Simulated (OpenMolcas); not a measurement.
**Ag⁷⁺: effect of the level shift or regulariser**

```json
{
 "Program": "OpenMolcas 26.06",
 "Basis": "ANO-RCC-VQZP [8s7p5d3f2g1h]",
 "Scalar Hamiltonian": "DKH2, point nucleus",
 "Active space": "4 electrons in 5 orbitals (4d)",
 "State averaging": "2S+1 = 5 even, 5 roots; 2S+1 = 3 even, 45 roots; 2S+1 = 1 even, 50 roots",
 "Spin-orbit coupling": "RASSI with atomic mean-field integrals over the reference wave functions, term energies averaged over their components"
}
```

Methods on the same reference wave functions:
A. CASSCF
B. MS-CASPT2, IPEA 0.25 Eh, imaginary shift 0.1 Eh (closed shells correlated: 4s 4p)
C. MS-CASPT2, IPEA 0.25 Eh, sigma2 regulariser 0.3 Eh (closed shells correlated: 4s 4p)

Energies in cm⁻¹ above 4d⁴ ⁵D₀, the measured ground level; measured values from Atoms 5, 11 (2017), spectra Ag VII to Ag IX.

```tsv
Level	A	B	C	Measured
4d⁴ ⁵D₀	0.0	0.0	0.0	0.0
4d⁴ ⁵D₁	1092	1200	1200	1340
4d⁴ ⁵D₂	2778	2950	2950	3212
4d⁴ ⁵D₃	4758	4930	4930	5292
4d⁴ ⁵D₄	6892	7010	7010	7443
4d⁴ ³P₀(1)	25312	21820	21820	21309
4d⁴ ³H₄ [70 %]	26410	24130	24130	23302
4d⁴ ³H₅	28874	26860	26860	26250
4d⁴ ³P₁(1)	30143	26750	26750	26526
4d⁴ ³H₆	30629	28730	28730	28185
4d⁴ ³F₂(1)	31958	28600	28600	28051
4d⁴ ³F₄(1) [55 %]	32909	29970	29970	
4d⁴ ³P₂(1)	36172	32450	32450	32134
4d⁴ ³G₄ [62 %]	37033	33510	33510	32698
4d⁴ ³G₅	38745	35600	35600	35077
4d⁴ ¹I₆	43390	40650	40650	39744
4d⁴ ³D₃	43622	38110	38110	36879
4d⁴ ³D₂ [71 %]	44420	39250	39250	38402
4d⁴ ³D₁	45583	40160	40160	39191
4d⁴ ¹G₄(1) [74 %]	47896	43780	43780	43104
4d⁴ ¹S₀(1)	52806	46040	46040	
4d⁴ ¹D₂(1)	55112	49930	49930	
4d⁴ ¹F₃	60417	53690	53690	52004
4d⁴ ³P₂(2)	69007	61070	61070
```

Deviations, from unrounded energies. A percentage is the sum of absolute deviations over the sum of measured energies, with the sign that they share, or ± where signs differ.

```json
{"Against measurement": "mean absolute deviation (cm-1)", "Levels": "19", "A": "3700", "B": "650", "C": "650"}
{"Against measurement": "fine structure of the ground term (%)", "Levels": "4", "A": "-10.2", "B": "-7.0", "C": "-7.0"}
{"Against measurement": "other terms of the ground configuration (%)", "Levels": "15", "A": "+13.5", "B": "+2.2", "C": "+2.2"}
```

B, C lie about equally close to measurement and A furthest from it. The largest miss of C in the table is 4d⁴ ¹F₃, by +1700 cm-1. The ranking rests on the paired levels alone, and a cruder setting can come out closer through cancelling errors.

Between B and C no level of the table moves by more than 5 cm-1.

The two smallest mean deviations differ by little beside CASPT2's spread within terms, so their order carries little weight.

From A to B the spin-free energies of the other terms of 4d⁴ shown, above ⁵D, scale by factors of 0.84 to 0.92, as is usual when dynamic correlation screens the repulsion within a d or f shell.

The lowest spin-free term lies below A's lowest term by 0.342 hartree in B, 0.342 hartree in C.

Term energies are means over components that CASPT2 splits; among the terms shown or strongly mixed into the levels shown the widest spread is 1000 cm-1 (4d⁴ ¹I, C). Without dynamic correlation excited terms often stand tens of per cent too high (terms of higher spin than the ground term too low), and those without a measured partner can miss by more than the paired ones (holds for A). Some levels mix across a computed gap that differs much from the measured one, so their mixing is not that of the real levels (holds for A). The CASPT2 spread within a term exceeds the gap to the next term for 4d⁴ ³D and 4d⁴ ¹I, 4d⁴ ¹I and 4d⁴ ¹G(1), so the order of their levels is uncertain (holds for B; C). Computed and measured levels are paired by configuration, term and J; levels that our copy of the source lacks, or whose pairing is in doubt (as where it misses far off the trend of its configuration), stay unpaired and out of the deviations. Levels of configurations outside the active space are missing. The table leaves out levels that lie high or whose names do not pair safely across all columns.

A share in square brackets marks a mixed level and gives the weight of the term that names it, the lowest over the columns. A number in round brackets counts repeated terms of one configuration in the order of the reference energies.
